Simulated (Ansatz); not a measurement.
# Two structures, one formula

Two relaxed structures of BSiH2ClF (charge +1), closed shell (PBE0-D4/def2-TZVP; forces vanish, vibrations not checked).

A:

```xyz
6
angstrom
F 0.7819 -0.9313 -1.7790
B 0.1062 0.0576 -0.8886
Si -0.7834 -0.0591 0.8236
Cl -2.7739 0.0243 0.6561
H 0.8515 -1.8553 -1.5452
H -0.1906 0.8461 1.8322
```

B:

```
atom    x (Å)    y (Å)    z (Å)
  F1   0.5873  -0.8571  -1.7058
  B2   0.9268  -0.0948  -0.7262
 Si3  -0.6104   0.2007   0.6874
 Cl4  -2.3354  -0.6979   0.4216
  H5   1.9910   0.4168  -0.5862
  H6  -0.5593   1.0323   1.9091
```

Computed with Ansatz 0.2.0 (basis: def2-TZVPP); correlated methods freeze the cores. B3LYP uses VWN-RPA correlation.

(1) Which structure is lower at CCSD(T), and by how much? (Judge from chemistry; the value comes from the calculation.)

No T1 diagnostic of these runs exceeds 0.020. The restricted Hartree–Fock reference is unstable towards an unrestricted one at one or more of these structures. A large double-excitation amplitude points to some diradical character; no triplet was computed.

Results:

(1) The calculation gives: B, by 98.68 kcal/mol (electronic energy, against the other). By their contacts, A is BSiH₂ClF ([FH][B][SiH][Cl]), total charge +1 and B is BSiH₂ClF ([F][BH][SiH][Cl]), total charge +1.

All methods give the same order:

```csv
method,E(B) − E(A) (kcal/mol)
PBE-D4,-97.61
r2SCAN-D4,-100.85
PBE0-D4,-102.27
B3LYP-D4,-103.53
wB97M-V,-104.26
HF,-116.36
MP2,-105.76
CCSD,-101.68
CCSD(T),-98.68
```

Labels in which every atom is bracketed show which atoms are joined, not bond orders.

For scale, one of the runs: CCSD(T)/def2-TZVPP, 174 basis functions, launched by `ansatz run in.yaml --threads 2 --pin off --events-out ev --progress --plain --max-ram 4352MiB`. Hardware: 2 CPU threads of an Arm Neoverse N1, shared host. Wall time 65 s; peak host memory 1.4 GiB.
